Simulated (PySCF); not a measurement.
**Broadened absorption spectrum of C5H8F2**

C5H8F2.
InChI=1S/C5H8F2/c1-2-3-4-5(6)7/h2-3,5H,4H2,1H3/b3-2-

Computed with TDDFT wB97X-D/def2-SVPD, vertical, gas phase, core orbitals frozen in the response in PySCF. The structure is a single PBE0-D3(BJ)/def2-SVP conformer in the gas phase; no vibrational or solvent corrections. Torsions of this conformer, `[CH3:1]/[CH:2]=[CH:3]\[CH2:4][CH:5]([F:6])[F:7]`: C2–C3–C4–C5 -122°, C3–C4–C5–F6 180°.

Each state is given a Gaussian of 0.3 eV full width at half maximum, with ε(max) = 2.175×10⁸ f / Δν̃ (Δν̃ the width in cm⁻¹). The width is an assumption, not a result. The curve ends short of the highest state used, and states not computed would add to its high-energy end.

λ (nm), ε (L mol⁻¹ cm⁻¹) and a bar:
```
    140.6       1467 #
    141.4       2138 #
    142.1       2665 ##
    142.8       2989 ##
    143.6       3004 ##
    144.3       2711 ##
    145.1       2141 #
    145.8       1576 #
    146.5       1060 #
    147.3        606 
    148.0        343 
    148.8        170 
    149.5         99 
    150.3         83 
    151.0        115 
    151.7        191 
    152.5        340 
    153.2        527 
    154.0        790 
    154.7       1033 #
    155.4       1245 #
    156.2       1399 #
    156.9       1427 #
    157.7       1335 #
    158.4       1179 #
    159.1       1007 #
    159.9        886 #
    160.6        955 #
    161.4       1406 #
    162.1       2319 #
    162.8       3933 ###
    163.6       6911 ####
    164.3      10693 #######
    165.1      16389 ###########
    165.8      22362 ###############
    166.6      29723 ###################
    167.3      35899 ########################
    168.0      41048 ###########################
    168.8      44817 #############################
    169.5      45768 ##############################
    170.3      44049 #############################
    171.0      40385 ##########################
    171.7      35265 #######################
    172.5      28488 ###################
    173.2      22480 ###############
    174.0      16212 ###########
    174.7      11607 ########
    175.4       7951 #####
    176.2       4895 ###
    176.9       3059 ##
    177.7       1700 #
    178.4        973 #
    179.1        535 
    179.9        258 
    180.6        131 
    181.4         57
```

Question: Locate the maxima and give the states behind the curve.

Answer: 169 nm (7.32 eV), ε about 46000, made up of S1 (61%) and S2 (39%); 157 nm (7.91 eV), ε about 1400, made up of S3 (100%); 143 nm (8.66 eV), ε about 3000, made up of S5 (38%) and S6 (62%) (ε in L mol⁻¹ cm⁻¹; maxima over ε = 5, shares over 10%). The states used: S1 7.29 eV (f 0.318); S2 7.37 eV (f 0.215); S3 7.91 eV (f 0.016); S4 8.20 eV (f 0.0002); S5 8.61 eV (f 0.014); S6 8.68 eV (f 0.022); S7 9.01 eV (f 0.0002); S8 9.21 eV (f 0.014); S9 9.24 eV (f 0.033); S10 9.42 eV (f 0.030).

Question: What would ε be at 7.32 eV, the highest of these maxima, with half the width (0.15 eV)?

Answer: About 79500 L mol⁻¹ cm⁻¹ against 45800, a factor of about 1.7; a lone state at its own centre would give exactly 2.

Question: Does any computed singlet lie in the visible range?

Answer: No computed singlet lies in the visible range (380 to 750 nm); the lowest, at 170 nm, stands 4.02 eV above its violet end (3.26 eV).

The vertical ionisation energy (ΔSCF) is 9.56 eV, 0.14 eV above S10.

The run took 77 s of wall time on an Arm Neoverse V2 with one thread, shared host.
